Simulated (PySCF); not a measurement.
An unknown is described by computed data only.

Formula: C6H7Al.

- Rotational structure: rotational constants A, B, C: 5.465, 1.502, 1.178 GHz [PBE0-D3(BJ)/def2-SVP]
- 13C NMR: chemical shifts (computed TMS as zero) by class: 151.0 (1 C), 145.8 (2 C), 138.0 (1 C), 133.8 (2 C) ppm [GIAO B3LYP/pcSseg-1 (pcSseg-2 on Al)]
- Dipole: 0.99 D [CAM-B3LYP/def2-SVPD]
- Triplet: lowest triplet excitation (Tamm–Dancoff): 3.87 eV [TDA CAM-B3LYP/def2-SVPD]
- Polarisability: 97.4 au [CAM-B3LYP/def2-SVPD]
- XPS: C1s 289.4, C1s 290.2 (×2), C1s 290.2 (×2), C1s 290.3, Al1s 1566.5 eV [ΔSCF SCAN, pcX-2 on the ionised atom, pcseg-1 elsewhere, spin-free X2C]

Gas-phase values; electronic properties from PySCF, density fitting. Levels stand in brackets. The structure is a single PBE0-D3(BJ)/def2-SVP conformer in the gas phase; no vibrational or solvent corrections. NMR classes are plain means over equivalent atoms (diastereotopic ones count apart unless rotation or inversion swaps them), as if these changed places fast.

Question: Propose a structure and show how it fits.

Answer: 6 carbons fall into 4 classes; from least to most shielded: carbon bonded to Al and 2 C (151.0 ppm), carbon bonded to 2 C and H (145.8 ppm, 2 C), carbon bonded to 2 C and H (138.0 ppm), carbon bonded to 2 C and H (133.8 ppm, 2 C). The core levels belong to: C1s 289.4 eV, carbon bonded to Al and 2 C; C1s 290.2 eV, carbon bonded to 2 C and H; C1s 290.2 eV, carbon bonded to 2 C and H; C1s 290.3 eV, carbon bonded to 2 C and H; Al1s 1566.5 eV, aluminium bonded to C and 2 H. The hole state at 289.4 eV has ⟨S²⟩ = 0.83 against 0.75, so that value is less sure. The hole state at 290.2 eV has ⟨S²⟩ = 0.83 against 0.75, so that value is less sure. The hole state at 290.2 eV has ⟨S²⟩ = 0.83 against 0.75, so that value is less sure. The hole state at 290.3 eV has ⟨S²⟩ = 0.84 against 0.75, so that value is less sure. The optimised geometry has point group C2v and is an asymmetric top. Structure: AlH2Ph, `[H][Al]([H])[c]1ccccc1`. The assignments are read from this structure; whether some other isomer fits the data as well wasn't checked.
